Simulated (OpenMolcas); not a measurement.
**Be II: effect of the active space**

```
Program             : OpenMolcas 26.06
Method              : CASSCF or its RAS form
Basis               : ANO-RCC-VQZP
Scalar Hamiltonian  : DKH3, point nucleus
Spin-orbit coupling : state interaction with AMFI integrals over the reference wave functions, term energies averaged over their components
```

A. 1 electron in 4 orbitals (2s 2p); 2S+1 = 2 even, 1 root; 2S+1 = 2 odd, 3 roots; cost about 7 core-seconds
B. 1 electron in 9 orbitals (RAS2 2s 2p; RAS3 3d, at most 1 electron); 2S+1 = 2 even, 1 root; 2S+1 = 2 odd, 3 roots; cost about 9 core-seconds

Energies in cm-1 above 2s 2S 1/2, the measured ground level; measured values from NIST Handbook of Basic Atomic Spectroscopic Data.

```tsv
Level	A	B	Measured
2s 2S 1/2	0.0	0.0	0.0
2p 2P* 1/2	32399	32399	31929
2p 2P* 3/2	32404	32404	31935
```

Deviations, from unrounded energies. A percentage is the sum of absolute deviations over the sum of measured energies, with the sign that they share, or ± where signs differ.

| Against measurement | Levels | A | B |
| --- | --- | --- | --- |
| mean absolute deviation (cm-1) | 2 | 470 | 470 |
| other configurations (%) | 2 | +1.5 | +1.5 |

A, B lie about equally close to measurement. The largest miss of B in the table is 2p 2P* 1/2, by +470 cm-1. The ranking rests on the paired levels alone, and a cruder setting can come out closer through cancelling errors.

Between A and B no level of the table moves by more than 5 cm-1.

ANO sets are built for ground and valence states and can reach diffuse excited orbitals poorly. With one active electron the reference holds no correlation, so core polarisation is missing. With one active electron outside closed inactive shells, the extra shells (3d) add no correlation to the reference (holds for B). Measured partners are found by configuration, term and J. A level has none where our copy of the source lacks it or the pairing is in doubt (some pairs that miss far off the trend of their configuration count as doubtful), and it then counts in no deviation. Only configurations of the active space appear.

* marks odd parity.
